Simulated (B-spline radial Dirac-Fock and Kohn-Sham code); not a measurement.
# K-line shifts caused by a second vacancy in Se²⁺

System: Se²⁺, configuration [Ar] 3d10 4s2 4p2.

The computed values come from an atomic code on a B-spline grid: Dirac-Fock energy differences between relaxed states, corrected for Breit and QED terms. Each two-hole energy is an average over J within one jj subconfiguration, not an observable level; in light atoms, where LS coupling holds, the j-resolved values are not observed lines, and for a K spectator the Kα1 hypersatellite is nearly forbidden. Correlation energy is missing from these numbers.

Lines without a spectator: Kα2 (K-L2) 11180.8 eV, Kα1 (K-L3) 11221.8 eV, Kβ3 (K-M2) 12487.2 eV, Kβ1 (K-M3) 12493.1 eV. Shifts in eV with one spectator hole (a dash: not computed, or left out as unreliable):

```
spectator hole     Kα2     Kα1     Kβ3     Kβ1
        K (1s)  +366.4  +371.5  +460.2  +461.1
    L2 (2p1/2)   +36.2   +44.7       –   +97.8
    L3 (2p3/2)   +39.6   +38.4   +92.3       –
    M2 (3p1/2)       –   +3.60   +7.97  +10.38
    M3 (3p3/2)   +3.08       –   +9.48   +8.98
    M4 (3d3/2)   -0.17   -1.46       –       –
    M5 (3d5/2)   -1.59   -0.75       –       –
```
